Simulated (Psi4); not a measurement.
C$_{2}$H$_{4}$NO (SMILES [CH2]C(N)=O), doublet, geometry from GFN2-xTB. Base run: R2SCAN/6-31G* (Psi4).

Psi4 was given this input:
```
memory 2 GB

molecule {
0 2
O     0.26454729    1.29773969    0.28038356
C    -0.00493724    0.12821280    0.02873673
N     0.98714613   -0.78717018   -0.20832170
C    -1.33891368   -0.38189073   -0.04047884
H     0.79601498   -1.74930651   -0.41636310
H    -1.54281494   -1.41283947   -0.26342944
H    -2.15856718    0.28838609    0.13621077
H     1.94207144   -0.47589881   -0.17078220
}

set {
  basis 6-31g*
  reference uks
}

energy('r2scan')
print_variables()
```

Variants of this job, named by their change:

```
change                        ΔE vs base (mEh)  SCF cycles  grid points  basis functions
----------------------------  ----------------  ----------  -----------  ---------------
base                                     0.000          12       171167               68
d_convergence = 1e-10                    0.000          20       171167               68
puream = false                           0.000          12       171167               68
scf_type = out_of_core                   0.033          12       171167               68
ints_tolerance = 1e-8                    0.000          12       171167               68
level_shift = 0.3                        0.000          10       171167               68
damping_percentage = 50                 -0.002          44       171167               68
df_basis_scf = cc-pvqz-jkfit             0.029          12       171167               68
d_convergence = 1e-4                     0.000          10       171167               68
puream = true                            2.392          12       171167               64
scf_type = cd                           -0.239          12       171167               68
diis_max_vecs = 3                        0.000          21       171167               68
guess = modhuckel                        0.000          12       171167               68
```

Open shells are given as the SCF converged; they aren't shown to be the lowest states, and a large step between rows can be another state.
